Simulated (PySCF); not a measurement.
C3H4F2O3.
Numbering: `[CH3:1][O:2][C:3](=[O:4])[O:5][CH:6]([F:7])[F:8]` (hydrogens: H9, H10, H11 on C1; H12 on C6)

The geometry is computed with GFN2-xTB (gas phase).

**Question.** What internal coordinates does the optimisation give?

**Answer.** 
| bond | length (pm) | order |
| --- | --- | --- |
| C1–O2 | 142.8 | single |
| O2–C3 | 131.1 | single |
| C3=O4 | 119.2 | double |
| C3–O5 | 136.8 | single |
| O5–C6 | 136.9 | single |
| C6–F7, C6–F8 | 134.1 | single |
| C1–H9, C1–H10, C1–H11 | 109.0 | single |
| C6–H12 | 110.4 | single |

Bonds in one row agree within 1 pm and their mean is given. Orders are formal, as drawn. A selection of angles:
| angle | degrees |
| --- | --- |
| C1–O2–C3 | 116.3 |
| O2–C3–O4 | 127.8 |
| O2–C3–O5 | 107.9 |
| O4–C3–O5 | 124.3 |
| C3–O5–C6 | 117.4 |
| O5–C6–F7 | 109.4 |
| F7–C6–F8 | 106.4 |

Dihedral angles: C1–O2–C3–O4 1° (synperiplanar); O2–C3–O5–C6 180° (antiperiplanar); C3–O5–C6–F7 123° (anticlinal). The mirror-image conformer, all signs reversed, is as good.

O5 (oxygen singly bound to a carbonyl carbon) is bent (angle 117.4°). Of the pairs four or more bonds apart, O4···H12 is among the closest relative to their van der Waals radii: 2.24 Å, 82 % of the sum of Bondi's values. The C–O distances run from 1.192 Å (C3=O4, drawn double) to 1.428 Å (C1–O2, drawn single), a spread of 0.236 Å.

Whether it is a minimum is left open (no frequencies). One conformer, not necessarily the lowest.
